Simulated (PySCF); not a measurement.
## How a change of structure moves an absorption spectrum

Level of theory: TDDFT CAM-B3LYP/def2-SVPD, vertical, gas phase, core orbitals frozen in the response (PySCF 2.14.0, density-fitted response routines). Geometries: GFN2-xTB; one conformer of each isolated species. Triplets are in the Tamm–Dancoff approximation.

Parent: `C1C(F)(OC=1C=O)F`, with lowest singlet excitation energy 3.55 eV, S1–T1 gap 1.03 eV, mean static polarisability 53.9 au, HOMO energy -9.47 eV. Its spectrum: 3.55 eV (f 0.000); 4.40 eV (f 0.106); 6.57 eV (f 0.000); 7.51 eV (f 0.002); 7.68 eV (f 0.013).

**Question.** Give the shifts from the parent for: H on C replaced by NH2 (`NC(=O)C1=CC(F)(F)O1`); H on C replaced by ethynyl (`C#CC(=O)C1=CC(F)(F)O1`); terminal F group replaced by H (`O=CC1=C[C@H](F)O1`); SiH2 inserted into a C-F bond (`O=CC1=C[C@](F)([SiH2]F)O1`).

**Answer.** 

| change | SMILES | Δ S1 (eV) | Δ S1−T1 (eV) | Δ α (au) | Δ HOMO (eV) |
| --- | --- | --- | --- | --- | --- |
| H on C replaced by NH2 | NC(=O)C1=CC(F)(F)O1 | +1.17 | +0.60 | +8.4 | +0.16 |
| H on C replaced by ethynyl | C#CC(=O)C1=CC(F)(F)O1 | +0.08 | +0.08 | +22.0 | +0.09 |
| terminal F group replaced by H | O=CC1=C[C@H](F)O1 | +0.03 | +0.02 | -0.2 | +0.40 |
| SiH2 inserted into a C-F bond | O=CC1=C[C@](F)([SiH2]F)O1 | -0.01 | -0.06 | +23.9 | +0.39 |

No change lowers S1 by more than 0.03 eV, and it rises most with H on C replaced by NH2 (+1.17 eV). S1 is simply the lowest singlet of each species and needn't be the same kind of state throughout. Over these 4 changes the shifts of S1 and of the HOMO–LUMO gap correlate with r = 0.95.

Lowest levels of each derivative:
- `NC(=O)C1=CC(F)(F)O1`: 4.72 eV (f 0.000); 5.14 eV (f 0.130); 6.16 eV (f 0.104)
- `C#CC(=O)C1=CC(F)(F)O1`: 3.62 eV (f 0.000); 4.19 eV (f 0.120); 4.57 eV (f 0.000)
- `O=CC1=C[C@H](F)O1`: 3.57 eV (f 0.000); 4.39 eV (f 0.106); 6.41 eV (f 0.027)
- `O=CC1=C[C@](F)([SiH2]F)O1`: 3.54 eV (f 0.001); 4.38 eV (f 0.103); 5.67 eV (f 0.145)
